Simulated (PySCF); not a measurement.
H2O2Zn, charge +1, doublet (typed; the unrestricted solution is spin-contaminated), geometry from GFN2-xTB (such geometries of metal compounds can be far from the true shape) (a state made from the parent by changing its charge; the spin is typed, not shown lowest). Base run: PBE0/STO-3G run with PySCF.

Geometry (Å):
```xyz
5

Zn     0.0000     0.1841     0.0342
O      1.2536    -0.1641    -1.1003
H      1.9168     0.3818    -1.5651
O     -1.2535    -0.5483     0.9681
H     -1.9168    -0.2058     1.5978
```
Charge +1, spin multiplicity 2.
Orbitals are unrestricted.
All else is at PySCF's defaults.
Base energy -1907.74210 Eh.

Variants of this job, named by their change:

```tsv
change	ΔE vs base (mEh)	grid points	electrons on the grid	outcome
base	0.000	68424	47.00000	converged
grids.level = 1	-0.045	22744	47.00014	converged
grids.prune = off	-0.016	114560	47.00000	converged
grids.radi_method = delley	0.001	71712	47.00000	converged
grids.atom_grid = (150, 974)	0.001	392136	47.00000	converged
grids.becke_scheme = stratmann	0.001	68424	47.00000	converged
grids.level = 5	0.001	177776	47.00000	converged
grids.level = 0	-27.835	5840	47.01082	converged
grids.level = 2	-0.001	46200	47.00000	converged
grids.atom_grid = (75, 302)	-	-	-	not converged
grids.level = 4	0.001	118320	47.00000	converged
```

Open shells are given as the SCF converged; they aren't shown to be the lowest states, and a large step between rows can be another state.
